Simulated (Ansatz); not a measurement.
Geometry optimisation, RKS B3LYP/def2-SVP (Ansatz).

Input file:

```yaml
crystal:
  periodic: [false, false, false]
  atoms:
    - { symbol: Ge, position_ang: [0.0, 0.0, 0.0] }
    - { symbol: H, position_ang: [1.0763, 0.0, 1.3798] }
    - { symbol: H, position_ang: [1.6596, 0.0, 0.5553] }
    - { symbol: Cl, position_ang: [-1.0456, 1.8115, -0.7393] }
    - { symbol: O, position_ang: [-0.8337, -1.4443, -0.5894] }
    - { symbol: H, position_ang: [-1.2883, -1.91, 0.183] }
basis:
  gaussian: { orbitals: def2-SVP }
hamiltonian:
  xc: b3lyp
relax:
  f_tol: 0.15
  max_steps: 25
  restrain:
    - { distance: [1, 2], at: 1.86, k: 30.0 }
    - { distance: [0, 1], at: 1.55, k: 30.0 }
    - { distance: [0, 2], at: 1.55, k: 30.0 }
```

Launched with:

```bash
$ ansatz run input.yaml --threads 1 --pin off --max-ram 2048MiB --backend cpu --events-out ev --progress --plain --runs-dir out
```

**Question.** Where does it end, and by what steps?

**Answer.** The run converged. The restraints hold the end off the free minimum. After 10 steps the energy has fallen by 4.124 eV (the restraints' own energy left out); H3 moved furthest, 0.59 Å.

```json
{"step": "0", "energy less start (eV)": "0.0000", "largest force component (eV/Å)": "3.640", "accepted": "yes"}
{"step": "1", "energy less start (eV)": "-1.6783", "largest force component (eV/Å)": "3.572", "accepted": "yes"}
{"step": "2", "energy less start (eV)": "-3.1217", "largest force component (eV/Å)": "2.545", "accepted": "yes"}
{"step": "3", "energy less start (eV)": "-3.9867", "largest force component (eV/Å)": "1.802", "accepted": "yes"}
{"step": "4", "energy less start (eV)": "-4.0911", "largest force component (eV/Å)": "1.781", "accepted": "yes"}
{"step": "5", "energy less start (eV)": "-4.1075", "largest force component (eV/Å)": "1.817", "accepted": "yes"}
{"step": "6", "energy less start (eV)": "-4.1161", "largest force component (eV/Å)": "1.757", "accepted": "yes"}
{"step": "7", "energy less start (eV)": "-4.1225", "largest force component (eV/Å)": "1.796", "accepted": "yes"}
{"step": "8", "energy less start (eV)": "-3.9895", "largest force component (eV/Å)": "3.124", "accepted": "no"}
{"step": "9", "energy less start (eV)": "-4.0835", "largest force component (eV/Å)": "1.714", "accepted": "no"}
{"step": "10", "energy less start (eV)": "-4.1243", "largest force component (eV/Å)": "1.804", "accepted": "yes"}
```

```xyz
6
Properties=species:S:1:pos:R:3
Ge 0.180 -0.036 0.165
H 0.661 0.091 1.606
H 1.688 0.009 -0.032
Cl -0.962 1.649 -0.564
O -0.548 -1.562 -0.356
H -1.450 -1.694 -0.028
```

The run took 40 s on 1 thread of Arm Neoverse V2, on a shared host, peak memory 0.16 GiB.
